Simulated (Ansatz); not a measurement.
Two isomers of CH6FGeNSi: A = `N[C]1(F)[SiH2][GeH2]1`, B = `N=C(F)[SiH2][GeH3]`.

Gas-phase electronic energies from Ansatz, PBE0-D4/def2-TZVP geometries. CCSD(T)/CBS adds triple-zeta CCSD(T) − MP2 to the extrapolated MP2 energy (def2 sets, frozen cores). Functionals use def2-TZVPP. B3LYP here is the variant with VWN-RPA as its local correlation; programs differ in this. For Ge outer-core shells are correlated without core-valence functions, which leaves a few kJ/mol of doubt a bond. Scalar relativity is left out up to krypton. Each species was taken in one conformer, which may not be the lowest.

(1) Which is lower in electronic energy at CCSD(T)/CBS, and by how much? (An estimate is asked.)

(2) Give E(B) − E(A) in kcal/mol with ωB97M-V, PBE-D4, r2SCAN-D4, CCSD/def2-TZVPP, B3LYP, HF/def2-TZVPP, B2PLYP. (Best estimate.)

(3) Does the order hold for the free energy at 298.15 K (harmonic terms from PBE0-D4)? (An estimate is asked.)

Largest T1 diagnostic: 0.014.

Answers

(1) Computed: B, by 23.1 kcal/mol.

(2) Computed: ωB97M-V -23.7, PBE-D4 -20.9, r2SCAN-D4 -23.1, CCSD/def2-TZVPP -26.1, B3LYP -26.4, HF/def2-TZVPP -34.0, B2PLYP -25.8. None reverses the order clearly.

(3) The calculation gave: Yes: G(B) − G(A) = -27.0 kcal/mol, for one conformer each. Modes under 60 cm⁻¹, often nearly free rotors, make the harmonic entropy too high.

In def2-TZVPP, CCSD(T) changes the Hartree–Fock value by +8.6 kcal/mol (the triples alone add +0.7 kcal/mol) and MP2 by +10.7 kcal/mol. The D4 term adds +1.0 kcal/mol with B3LYP and +0.4 kcal/mol with PBE0; it sums over pairs of atoms, weighted by their polarisabilities, and B3LYP, whose exchange is more repulsive, gets the larger term.
